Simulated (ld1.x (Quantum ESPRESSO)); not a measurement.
**Reading a pseudo-wave (carbon)**

Columns: radius, all-electron u(r) and pseudo u(r) of the 2p shell (level -5.83 eV) of carbon in the configuration [He] 2s1 2p3; LDA (PZ), non-relativistic, PAW scheme, ld1.x (Quantum ESPRESSO) 7.5.

```json
{"r (bohr)": "0.150", "all-electron": "0.0944", "pseudo": "0.0130"}
{"r (bohr)": "0.300", "all-electron": "0.2593", "pseudo": "0.0509"}
{"r (bohr)": "0.450", "all-electron": "0.4143", "pseudo": "0.1100"}
{"r (bohr)": "0.600", "all-electron": "0.5364", "pseudo": "0.1848"}
{"r (bohr)": "0.750", "all-electron": "0.6225", "pseudo": "0.2683"}
{"r (bohr)": "0.900", "all-electron": "0.6766", "pseudo": "0.3533"}
{"r (bohr)": "1.050", "all-electron": "0.7041", "pseudo": "0.4326"}
{"r (bohr)": "1.200", "all-electron": "0.7111", "pseudo": "0.5002"}
{"r (bohr)": "1.350", "all-electron": "0.7029", "pseudo": "0.5517"}
{"r (bohr)": "1.500", "all-electron": "0.6839", "pseudo": "0.5848"}
{"r (bohr)": "1.650", "all-electron": "0.6575", "pseudo": "0.5992"}
{"r (bohr)": "1.800", "all-electron": "0.6264", "pseudo": "0.5966"}
{"r (bohr)": "1.950", "all-electron": "0.5925", "pseudo": "0.5800"}
{"r (bohr)": "2.100", "all-electron": "0.5572", "pseudo": "0.5534"}
{"r (bohr)": "2.250", "all-electron": "0.5216", "pseudo": "0.5210"}
{"r (bohr)": "2.400", "all-electron": "0.4863", "pseudo": "0.4864"}
{"r (bohr)": "2.550", "all-electron": "0.4521", "pseudo": "0.4521"}
{"r (bohr)": "2.700", "all-electron": "0.4190", "pseudo": "0.4190"}
{"r (bohr)": "2.850", "all-electron": "0.3875", "pseudo": "0.3875"}
{"r (bohr)": "3.000", "all-electron": "0.3576", "pseudo": "0.3576"}
{"r (bohr)": "3.150", "all-electron": "0.3295", "pseudo": "0.3295"}
{"r (bohr)": "3.300", "all-electron": "0.3030", "pseudo": "0.3030"}
{"r (bohr)": "3.450", "all-electron": "0.2783", "pseudo": "0.2783"}
{"r (bohr)": "3.600", "all-electron": "0.2553", "pseudo": "0.2553"}
{"r (bohr)": "3.750", "all-electron": "0.2340", "pseudo": "0.2340"}
{"r (bohr)": "3.900", "all-electron": "0.2142", "pseudo": "0.2142"}
```

Q: How many radial nodes do the two functions have?

A: The all-electron 2p function has n − l − 1 = 0; the pseudo-wave has 0.

Q: At about which radius was the pseudo-wave matched?

A: 2.60 bohr. The columns agree to 0.0005 from 2.40 bohr on; several derivatives are matched, so the curves merge somewhat inside the radius.

Q: Is the pseudo-wave norm-conserving?

A: No, it belongs to a PAW set: the norm inside the radius is not constrained, and the difference is carried by the augmentation charge.
